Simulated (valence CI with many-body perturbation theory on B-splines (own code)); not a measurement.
Results of a calculation; reference values are marked as such.
## Hyperfine factors and g values of Pm30+

Method: configuration interaction combined with many-body perturbation theory (CI+MBPT): three valence electrons over a frozen Dirac-Fock core [Ar] 3d10, a basis of 11 s, 11 p, 10 d, 8 f, 5 g, 2 h functions for each j, with the one-electron correlation potential Σ1 (screened to all orders), the two-electron term Σ2, the three-electron term Σ3, Breit, model QED; selected single and double excitations, second order for the rest, scaled by the run's own slope (own B-spline code, finite nucleus).

No measured spectrum was set against this ion. As an estimate, large intervals hold to a few tenths of a per cent, small ones and those within an open d or f shell to about a per cent.

A/g_I is the dipole constant over the nuclear g factor μ/I (μ in nuclear magnetons, uniformly magnetised nucleus), B/Q the quadrupole constant per barn. Both hold the static response of the core; the bare values leave it out. Large factors of s and p1/2 electrons are usually good to 5 to 10 %; those of open d and f shells near neutrality can be off by tens of per cent, and small factors of p3/2, d and f electrons come from cancelling terms and can be off by a factor of two or in sign, in half-filled shells by more. B is blank for J = 1/2, where it vanishes, and for nearly pure S terms. Energies count from the lowest level.

Levels are named by their leading jj configuration (3d3/2^4 stands for four electrons in 3d with j = 3/2), which in mixed levels can hold well under half, so a name can repeat and another be missing. Letters in brackets count levels of one name in rising energy.

```
                     Level  E (cm⁻¹)      g  A/g_I (MHz)  A/g_I bare  B/Q (MHz/b)  B/Q bare
        (4s^2 4p1/2) J=1/2         0  0.662       184000      177000                       
        (4s^2 4p3/2) J=3/2    277830  1.331        26800       25600        51200     49100
        (4s 4p1/2^2) J=1/2    525900  2.354       542000      520000                       
(4s 4p1/2 4p3/2) J=3/2 [a]    735940  1.684       147000      141000        41600     39800
    (4s 4p1/2 4p3/2) J=5/2    782650  1.399       169000      162000        20300     19500
(4s 4p1/2 4p3/2) J=3/2 [b]    853550  0.932        -4040       -3830        44400     42600
    (4s 4p1/2 4p3/2) J=1/2    879870  1.172      -136000     -131000                       
        (4s 4p3/2^2) J=5/2   1039000  1.393       136000      130000        25100     24100
        (4s 4p3/2^2) J=3/2   1153200  1.162       -53900      -51700       -25700    -24600
        (4s 4p3/2^2) J=1/2   1158200  1.804       583000      560000                       
        (4s^2 4d3/2) J=3/2   1230500  0.880       -15700      -14800         9900      9560
        (4s^2 4d5/2) J=5/2   1273000  1.201        15500       15200        16500     16000
     (4p1/2^2 4p3/2) J=3/2   1395900  1.338        22300       21800        46400     44500
(4s 4p1/2 4d3/2) J=3/2 [a]   1610600  0.869       -37300      -35600         3140      3080
     (4p1/2 4p3/2^2) J=5/2   1619600  1.154        96000       92300       -11900    -11300
     (4p1/2 4p3/2^2) J=3/2   1634300  1.051       -27300      -26100         7740      7430
    (4s 4p1/2 4d3/2) J=5/2   1670000  1.084        72700       70000         5760      5580
     (4p1/2 4p3/2^2) J=1/2   1710600  0.660       176000      168000                       
(4s 4p1/2 4d3/2) J=3/2 [b]   1729700  1.341        87100       84300         7430      7130
    (4s 4p1/2 4d3/2) J=1/2   1729900  0.358      -224000     -214000                       
(4s 4p1/2 4d5/2) J=5/2 [a]   1734000  1.436        92000       88900        12200     11700
    (4s 4p1/2 4d5/2) J=7/2   1738700  1.256       107000      103000         -478      -329
(4s 4p1/2 4d5/2) J=5/2 [b]   1812400  0.955        10700       10600        28600     27600
    (4s 4p1/2 4d5/2) J=3/2   1840700  1.008       -55100      -52500        11700     11300
           (4p3/2^3) J=3/2   1920200  1.291        46400       44700       -34200    -32800
    (4s 4p3/2 4d5/2) J=9/2   1941100  1.331        78400       75600        62500     60000
(4s 4p3/2 4d3/2) J=5/2 [a]   1947400  1.280        94300       90800         8430      8060
(4s 4p3/2 4d3/2) J=1/2 [a]   1947900  2.359       314000      301000                       
    (4s 4p3/2 4d3/2) J=7/2   1956200  1.331        89700       86500        24600     23700
(4s 4p3/2 4d3/2) J=3/2 [a]   1956200  1.456        70100       67800       -14900    -14300
(4s 4p3/2 4d5/2) J=5/2 [a]   2012500  1.331       119000      114000       -25500    -24400
(4s 4p3/2 4d3/2) J=3/2 [b]   2017500  0.980       -29100      -27700       -25600    -24600
(4s 4p3/2 4d3/2) J=5/2 [b]   2055800  0.904       -27800      -26400        35600     34200
(4s 4p3/2 4d5/2) J=7/2 [a]   2065400  1.150         4570        4630        60900     58500
(4s 4p3/2 4d5/2) J=7/2 [b]   2075500  1.204        49900       48300        26200     25100
(4s 4p3/2 4d3/2) J=1/2 [b]   2088800  0.603         4410        4690                       
    (4s 4p3/2 4d5/2) J=1/2   2131300  0.672      -113000     -107000                       
    (4s 4p3/2 4d5/2) J=3/2   2153500  1.311       115000      111000        15000     14400
(4s 4p3/2 4d3/2) J=3/2 [c]   2160000  1.066        24900       24100       -39100    -37400
(4s 4p3/2 4d5/2) J=5/2 [b]   2160800  1.145       -41900      -39800       -23600    -22600
```

(1) Take the isotope of mass number 147, with I = 7/2, μ = 2.58 μN and Q = 0.74 b. What is the hyperfine structure of (4s 4p1/2 4p3/2) J=3/2 [b]?

Results:

(1) From the table A = -2980 MHz, B = 32900 MHz. Shifts from the centre of gravity in MHz: F = 2: 37700, F = 3: 5300, F = 4: -16000, F = 5: -7420.
